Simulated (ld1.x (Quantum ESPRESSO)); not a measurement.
## barium (Ba): one change to a TM potential, before and after

- Element: barium
- Generator: ld1.x (Quantum ESPRESSO) 7.5
- Type: norm-conserving Troullier–Martins (Kleinman–Bylander form)
- Functional: PBEsol
- Relativity: fully relativistic
- Frozen core: [Kr] 4d10 5s2
- Valence charge: 8
- Reference configuration: 5p6 5d0 6s2 6p0
- Partial waves: 5p (bound): rc 2.90 bohr; 5d (bound, empty): rc 2.60 bohr; 6s (bound): rc 3.75 bohr
- Local potential: the s channel
- Core correction: Bessel-smoothed model core inside 1.45 bohr

Open shells are filled in proportion to 2j + 1 (rel_dist='average').

Change: wave 5p (bound): rc 2.90 bohr becomes 5p (bound): rc 2.20 bohr.

Cutoffs: the cutoffs (Ry, on a coarse ladder) from which the occupation-weighted sum of valence levels, in a spherical-Bessel basis at the reference potential, stays within 10 and 1 mRy of its value at 400 Ry; they do not see the model core or the augmentation charge, which bear on the density cutoff. Errors are all-electron minus pseudo energies relative to the spin-unpolarised reference configuration.

Task: What does the change do?

Result: The potential gets harder (10 Ry and 18 Ry → 25 Ry and 45 Ry); of the 7 tests that both files solve, the error grows in 0 and shrinks in 1 by more than 15 % and 0.3 meV (median size 187.2 → 152.8 meV); neither file shows a bound ghost. A smaller radius makes the pseudo-wave follow the all-electron one further in, where it bends more sharply, so more plane waves are needed.

| quantity | base | changed |
| --- | --- | --- |
| cutoff, loose | 10 Ry | 25 Ry |
| cutoff, tight | 18 Ry | 45 Ry |
| loose cutoff by channel (10 mRy a level) | p 8 Ry, s 6 Ry | p 18 Ry, s 6 Ry |
| bound ghosts | none | none |
| error for 5p6 5d0 6s1 6p0, meV [ΔE 5.38 eV] | +2.8 | +2.8 |
| error for 5p6 5d0 6s0 6p0, meV [ΔE 15.27 eV] | -5.2 | -4.9 |
| error for 5p6 5d0 6s1.5 6p0, meV [ΔE 2.15 eV] | +0.7 | +0.7 |
| error for 5p6 5d0 6s0 6p2, meV [ΔE 4.16 eV] | -648 | -653 |
| error for 5p6 5d0 6s0 6p1, meV [ΔE 7.97 eV] | -484 | -488 |
| error for 5p6 5d0 6s1 6p1, meV [ΔE 2.04 eV] | -284 | -286 |
| error for 5p5 5d0 6s2 6p0, meV [ΔE 23.35 eV] | -187 | -153 |
| s: phases at 4.03 bohr within 0.05 rad from the reference energy up to (Ry; the scan ends near 5) | 0.9 | 0.9 |
| p1/2: phases at 4.03 bohr within 0.05 rad from the reference energy up to (Ry; the scan ends near 5) | -0.5 | -0.5 |
| p3/2: phases at 4.03 bohr within 0.05 rad from the reference energy up to (Ry; the scan ends near 5) | -0.4 | -0.4 |
| d3/2: phases at 4.03 bohr within 0.05 rad from the reference energy up to (Ry; the scan ends near 5) | 0.7 | 0.7 |
| d5/2: phases at 4.03 bohr within 0.05 rad from the reference energy up to (Ry; the scan ends near 5) | 0.7 | 0.7 |
